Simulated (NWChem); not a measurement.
Two isomers of C3H10Si, each optimised at PBE0/def2-SVP with NWChem. Flexible species stand in one conformer each, which need not be the lowest. For one or both, no frequency run checked for a minimum.

A: CCC[SiH3]
B: CC[SiH2]C

### Question
Which is lower in energy, by how much, and how do their other properties compare?

### Answer
B is lower by 8.2 kcal/mol in electronic energy.
|  | A | B |
|---|---|---|
| highest occupied level (eV) | -8.51 | -8.21 |
| orbital gap (eV) | 9.73 | 9.75 |
| dipole (D) | 0.88 | 0.83 |
